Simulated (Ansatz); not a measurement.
The cluster Na₃I₄⁻. Total charge -1; singlet. Geometry r2SCAN-D4/def2-SVPD, basis def2-TZVPD, Ansatz.

| atom | x (Å) | y (Å) | z (Å) |
| --- | --- | --- | --- |
| Na1 | 2.8276 | -3.6061 | 1.9907 |
| Na2 | 0.8055 | -1.0325 | 0.6086 |
| Na3 | -2.5090 | 3.2019 | -1.8035 |
| I4 | 0.3073 | -2.8067 | 3.1019 |
| I5 | 3.5536 | -2.1042 | -0.3424 |
| I6 | -4.0795 | 5.2508 | -3.0035 |
| I7 | -0.9054 | 1.0969 | -0.5519 |

| run | HOMO (eV) | LUMO (eV) |
| --- | --- | --- |
| A | -4.22 | 1.08 |
| B | -5.83 | 1.57 |
| C | -3.32 | 0.82 |
| D | -2.51 | 0.87 |
| E | -2.27 | 0.34 |

In the def2 sets I takes a core potential; there is no spin–orbit coupling. LC-ωPBE has ω = 0.4 bohr⁻¹. Another isomer (singlet) lies 0.70 eV lower at PBE0-D4/def2-TZVPD; other spin states weren't run for this one.

Question: The runs used BHLYP, LC-ωPBE, PBE, PBE0, r2SCAN. Estimate which is which.

Answer: A BHLYP (50 % exact exchange); B LC-ωPBE (range-separated); C PBE0 (25 % exact exchange); D r2SCAN (0 % exact exchange); E PBE (0 % exact exchange). Exact exchange lowers occupied and raises empty levels; among semilocal functionals meta-GGAs tend to open the gap a little, and such runs are hard to tell apart. The gap grows from 2.62 eV (PBE) to 7.40 eV (LC-ωPBE).
